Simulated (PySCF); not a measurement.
# Excitation energy of Sn by level of theory

Sn [Kr] 4d10 5s2 5p2 (3P) → Sn [Kr] 4d10 5s1 5p3, s spin flipped, as a difference of total energies. Calculation: PySCF 2.14, in x2c-TZVPPall (8s6p4d2f, 60 functions); the spin-free X2C one-electron Hamiltonian (Gaussian nucleus). Correlated levels: valence and next inner shell: [Ar] 3d10 frozen. The calculations carry no spin-orbit coupling.

```
                                method  excitation energy (eV)
                                   UHF                   8.574
    MP2 (valence and next inner shell)                   7.378
SCS-MP2 (valence and next inner shell)                   7.337
```

How much does correlation contribute at MP2 (valence and next inner shell)?

7.378 − (8.574) = -1.196 eV, measured against UHF.

The upper determinant mixes two multiplicities, so it lies between the two terms.

The upper state lies above the first ionisation limit, where it may autoionise and the basis confines it.

The coupled-cluster amplitudes are large for the upper state (T1 above 0.03 or a double amplitude above 0.15), so a single reference is strained.
